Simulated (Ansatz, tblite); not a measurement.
Adding an electron: the cluster PtSe2⁺ (the lowest doublet isomer of a short search). The state is a doublet with charge 1. Geometry: PBE-D4/def2-TZVP. Ansatz, gas phase; energy differences of separate SCF runs; the reduced species is a triplet (the singlet lies 0.09 eV higher at PBE0-D4/def2-TZVP).

```xyz
3

Pt    0.584   -1.029   -0.725
Se    0.009    1.252   -0.442
Se   -0.593   -0.223    1.167
```

In the def2 sets Pt takes a core potential; there is no spin–orbit coupling. The xTB rows come from tblite. The structure comes from a short search, and lower isomers may exist.

```
              level  −HOMO (eV)  −LUMO (eV)  vertical EA (eV)  HOMO–LUMO gap (eV)
           GFN1-xTB           –           –             12.94                   –
           GFN2-xTB           –           –             12.06                   –
   PBE-D4/def2-TZVP       10.96       10.35              7.47                0.62
r2SCAN-D4/def2-TZVP       11.25       10.32              7.57                0.93
  PBE0-D4/def2-TZVP       12.21        9.53              7.55                2.68
```

  HOMO and LUMO are the levels of the spin that leaves or enters (xTB has no such levels and no spin-polarisation term). Other spin states of the ions may lie lower, which would lower the ionisation energy or raise the affinity. Raw xTB energy differences between charge states are shifted by several eV; the methods need an empirical correction for them.
